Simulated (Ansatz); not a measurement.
H$_{2}$Al (SMILES [AlH2+]), charge +1, singlet, geometry from GFN2-xTB (such geometries of metal compounds can be far from the true shape); WB97X-V/STO-3G run with Ansatz (a quantum-chemistry and plane-wave program).

The Ansatz input:
Ansatz 0.2 input:
```yaml
crystal:
  periodic: [false, false, false]
  atoms:
    - {symbol: Al, position_ang: [0.00000000, 0.00000000, 0.00000000]}
    - {symbol: H, position_ang: [-0.00000000, -0.00000000, -1.52459071]}
    - {symbol: H, position_ang: [0.00000000, 0.00000000, 1.52459071]}
basis:
  gaussian:
    orbitals: STO-3G
hamiltonian:
  xc: {name: wB97X-V}
total_charge: 1
```

The log (banner, timings and long lists left out):

```
Functional definition: wB97X-V
115 factors; integrals over basis functions are off by at most 1.5e-5 eV
63 factors; integrals over basis functions are off by at most 1.1e-6 eV
mean field evaluation 1: about -6541.6978 eV, gradient 1.2e1 eV
mean field evaluation 2: about -6542.1681 eV, gradient 2.5e0 eV
mean field evaluation 4: about -6542.1863 eV, gradient 4.7e-2 eV
mean field evaluation 8: about -6542.1672 eV, gradient 1.2e-5 eV
mean field -6542.16715894 eV, -240.4202086509 hartree, gradient 1.2e-5 eV, S^2 0.000000; 0 other end points of the search recorded, 0 dependent functions left out
reference -6542.16715818 eV, -240.4202086229 hartree; 7, 7 occupied and 4, 4 virtual orbitals, 115 factors
Total energy: -6542.16715818 eV, -240.4202086229 hartree
```
